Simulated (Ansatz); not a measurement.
Cost and result for the atomization energy of `[O]=[GeH2]` (4 atoms, 3 bonds).

Cartesian coordinates in Å:
```
O -1.626 -0.157 -0.224
Ge -0.016 -0.001 -0.003
H 1.020 -0.978 -0.592
H 0.622 1.137 0.819
```

The species carries charge 0 and has multiplicity 1. Correlated methods include outer-core shells of Ge, which these sets cover unevenly. Scalar relativity is left out up to krypton. Geometry: relaxed with PBE0-D4/def2-TZVP. Program: Ansatz. All runs use 4 threads of an Arm Neoverse V2 on a shared host. Times are those of one run each, without the atoms' runs, and a repeat can differ threefold. Electronic energies, without spin–orbit coupling; frozen cores. CCSD(T)/CBS adds CCSD(T) − MP2 in def2-TZVPP to the MP2 limit, and its time is that of the two runs behind it. T1 = 0.022. With those shells the extrapolation isn't a true limit. B3LYP takes the VWN-RPA correlation (the form of Gaussian; ORCA's B3LYP/G).

CCSD(T)/CBS is a level of theory with its own doubt, some kJ/mol a heavy atom from the limit and from the frozen cores, so smaller differences don't rank the functionals.

| level | functions | wall time |
| --- | --- | --- |
| revPBE-D4/def2-TZVPP | 107 | 0.4 s |
| BLYP-D4/def2-TZVPP | 107 | 0.45 s |
| PBE0-D4/def2-TZVPP | 107 | 0.5 s |
| BHLYP-D4/def2-TZVPP | 107 | 0.55 s |
| CCSD(T)/def2-SVP | 56 | 0.55 s |
| B3LYP-D4/def2-TZVPP (with forces) | 107 | 0.65 s |
| CAM-B3LYP-D4/def2-TZVPP | 107 | 0.65 s |
| B2PLYP/def2-TZVPP | 107 | 0.95 s |
| r2SCAN-D4/def2-TZVPP (with forces) | 107 | 1.1 s |
| CCSD(T)/def2-TZVPP | 107 | 1.7 s |
| ωB97M-V/def2-TZVPP (with forces) | 107 | 2 s |
| CCSD(T)/def2-QZVPP | 206 | 16 s |
| CCSD(T)/CBS(def2) | – | 18 s |

Question: What atomization energy does each give, and how far from CCSD(T)/CBS? (Estimate.)

Answer: The calculation gave: 
| level | atomization (kcal/mol) | difference from CCSD(T)/CBS | per bond |
| --- | --- | --- | --- |
| revPBE-D4/def2-TZVPP | 252.7 | -5.0 | -1.7 |
| BLYP-D4/def2-TZVPP | 258.4 | 0.7 | 0.2 |
| PBE0-D4/def2-TZVPP | 246.7 | -11.0 | -3.7 |
| BHLYP-D4/def2-TZVPP | 233.9 | -23.8 | -8.0 |
| CCSD(T)/def2-SVP | 233.2 | -24.5 | -8.2 |
| B3LYP-D4/def2-TZVPP (with forces) | 251.8 | -5.9 | -2.0 |
| CAM-B3LYP-D4/def2-TZVPP | 252.2 | -5.5 | -1.8 |
| B2PLYP/def2-TZVPP | 253.1 | -4.6 | -1.6 |
| r2SCAN-D4/def2-TZVPP (with forces) | 255.4 | -2.3 | -0.8 |
| CCSD(T)/def2-TZVPP | 249.9 | -7.8 | -2.6 |
| ωB97M-V/def2-TZVPP (with forces) | 250.2 | -7.5 | -2.5 |
| CCSD(T)/def2-QZVPP | 255.9 | -1.8 | -0.6 |
| CCSD(T)/CBS(def2) | 257.7 | 0.0 | 0.0 |

The D4 term adds +1.7 kcal/mol with B3LYP and +0.9 kcal/mol with PBE0; it sums over pairs of atoms, weighted by their polarisabilities, and B3LYP, whose exchange is more repulsive, gets the larger term. From r2SCAN to r2SCAN0 (25 % exact exchange), in def2-TZVPP and without D4, the atomization energy moves by −13.0 kcal/mol: exact exchange takes away binding that semilocal exchange gives to molecules. At CCSD(T), def2-SVP lies −24.5 kcal/mol from the extrapolated value and def2-TZVPP −7.9 kcal/mol: correlation converges slowly with the basis, and small sets miss more of it in the bonded molecule than in its fragments.
